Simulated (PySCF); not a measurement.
Geometry:
```tsv
atom	x (Å)	y (Å)	z (Å)
N1	2.763	-0.873	1.532
C2	2.698	-0.774	0.378
Si3	2.512	-0.563	-1.475
N4	1.284	0.577	-1.858
Si5	-0.443	0.272	-2.017
C6	-1.074	-0.707	-0.535
C7	-0.966	0.054	0.794
C8	-2.214	0.946	0.818
C9	-3.278	0.212	-0.030
C10	-2.575	-1.025	-0.621
H11	2.141	-1.909	-1.989
H12	3.844	-0.121	-1.965
H13	1.568	1.552	-1.887
H14	-0.721	-0.520	-3.258
H15	-1.082	1.616	-2.155
H16	-0.471	-1.634	-0.520
H17	-0.994	-0.669	1.626
H18	-0.028	0.619	0.908
H19	-1.986	1.928	0.374
H20	-2.555	1.145	1.845
H21	-4.155	-0.080	0.566
H22	-3.656	0.869	-0.829
H23	-2.921	-1.267	-1.640
H24	-2.790	-1.912	-0.002
```

Geometry: PBE0-D3(BJ)/def2-SVP; GIAO shifts from PySCF, gas phase, non-relativistic, averaged over equivalent atoms.

At wB97X-D/pcSseg-1 (254 basis functions, 2.5 min wall time on 1 thread of an Arm Neoverse N1, shared host):
```json
{"atoms": "N1", "δ (ppm)": "362.2"}
{"atoms": "N4", "δ (ppm)": "7.8"}
{"atoms": "C2", "δ (ppm)": "128.8"}
{"atoms": "C7/C10", "δ (ppm)": "28.6"}
{"atoms": "C6", "δ (ppm)": "27.0"}
{"atoms": "C8/C9", "δ (ppm)": "24.5"}
{"atoms": "Si5", "δ (ppm)": "-22.6"}
{"atoms": "Si3", "δ (ppm)": "-64.9"}
{"atoms": "H11/H12", "δ (ppm)": "4.61"}
{"atoms": "H14/H15", "δ (ppm)": "4.47"}
{"atoms": "H18/H23", "δ (ppm)": "1.83"}
{"atoms": "H17/H24", "δ (ppm)": "1.73"}
{"atoms": "H20/H21", "δ (ppm)": "1.68"}
{"atoms": "H19/H22", "δ (ppm)": "1.47"}
{"atoms": "H16", "δ (ppm)": "1.34"}
{"atoms": "H13", "δ (ppm)": "0.51"}
```

Scale: 15N (σref 263.98) against NH3; 13C (σref 184.54) and 29Si (σref 352.93) and 1H (σref 31.38) against TMS (reference shieldings calculated alike).

Predict the values at PBE0/pcSseg-1 on the same geometry.

## Answers


```
  atoms  δ at PBE0/pcSseg-1  change
     N1               364.6    +2.4
     N4                 9.8    +2.0
     C2               128.1    -0.7
 C7/C10                28.9    +0.3
     C6                28.4    +1.4
  C8/C9                24.6    +0.1
    Si5               -23.1    -0.5
    Si3               -66.5    -1.6
H11/H12                4.70   +0.09
H14/H15                4.54   +0.07
H18/H23                1.90   +0.07
H17/H24                1.77   +0.04
H20/H21                1.70   +0.02
H19/H22                1.50   +0.03
    H16                1.47   +0.13
    H13                0.55   +0.04
```

δ = σ(ref) − σ, references computed at the same level: 15N (σ = 265.67 ppm) against NH3; 13C (σ = 184.41 ppm), 29Si (σ = 351.99 ppm), 1H (σ = 31.27 ppm) vs TMS.

The largest change is at N1 (nitrile nitrogen). Cost: 254 basis functions, 2 min wall time on 1 thread of an Arm Neoverse N1, shared host. The order of the carbon signals is the same at both levels.

Experimental scales use liquid or dissolved standards, which lie at an offset from isolated NH3 (liquid NH3: subtract about 20 ppm). Unscaled 15N shifts of sp2 nitrogen come out 20 to 40 ppm too high even then.
